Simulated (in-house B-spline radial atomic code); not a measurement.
Results of a calculation; reference values are marked as such.
# Quantum size effects in thin Ga films (stabilised jellium)

The positive ions are smeared into a uniform slab; the electrons are solved self-consistently in the LDA (PW92) on a fine grid across the film. Stabilised jellium adds, inside the slab, the constant potential −n de/dn that makes the bulk stable at the metal's density. No lattice, so no dependence on crystal face. Atomic units unless named. The table is for the stabilised model.

Ga: 3 valence electrons per atom, density 5.91 g/cm³, mass 69.72 u, so r_s = 2.19 bohr.

| thickness (nm) | in Fermi wavelengths | filled subbands | work function (eV) | surface energy (J/m²) |
| --- | --- | --- | --- | --- |
| 0.285 | 0.750 | 2 | 4.525 | 0.884 |
| 0.332 | 0.874 | 2 | 4.262 | 0.776 |
| 0.379 | 1.000 | 2 | 3.675 | 0.783 |
| 0.427 | 1.126 | 3 | 4.243 | 0.879 |
| 0.474 | 1.250 | 3 | 4.392 | 0.854 |
| 0.522 | 1.375 | 3 | 4.226 | 0.791 |
| 0.569 | 1.499 | 3 | 3.867 | 0.800 |
| 0.616 | 1.625 | 4 | 4.210 | 0.862 |
| 0.664 | 1.750 | 4 | 4.323 | 0.842 |
| 0.711 | 1.875 | 4 | 4.212 | 0.801 |
| 0.759 | 2.000 | 4 | 3.961 | 0.808 |
| 0.806 | 2.126 | 5 | 4.195 | 0.852 |
| 0.854 | 2.250 | 5 | 4.282 | 0.837 |

Q: At what steps in thickness do new subbands fill, and why?

A: λ_F = 2π/k_F = 7.170 bohr = 0.379 nm. New subbands appear by 1.125, 1.625, 2.125 λ_F, each within the grid step of 1/8 λ_F; the true step is half a wavelength (0.190 nm), since a level crosses E_F each time one more half wave at k_F fits across the film.

Q: How large is the oscillation of the work function here?

A: It runs from 3.675 to 4.525 eV over the table, 0.85 eV within the first four rows and 0.32 eV within the last four, about a thick-film value of 4.17 eV. The grid can skip the cusp where a subband opens, so the true swing can be larger; measurement on the bulk metal gives 4.32 eV.

Q: The film of 12.55 bohr has subband bottoms at -14.123, -12.293, -9.418, -5.843 eV, measured from the vacuum level. Show that these levels and neutrality give the work function in the table.

A: Each subband holds (E_F − ε_j)/π electrons per bohr², spin included. Neutrality needs n L = 0.022729 × 12.55 = 0.28525, and π n L × 27.2114 = 24.385 eV. So E_F = (π n L + Σ ε_j)/4 = (24.385 + (-41.677))/4 = -4.323 eV, and the work function is 4.323 eV.
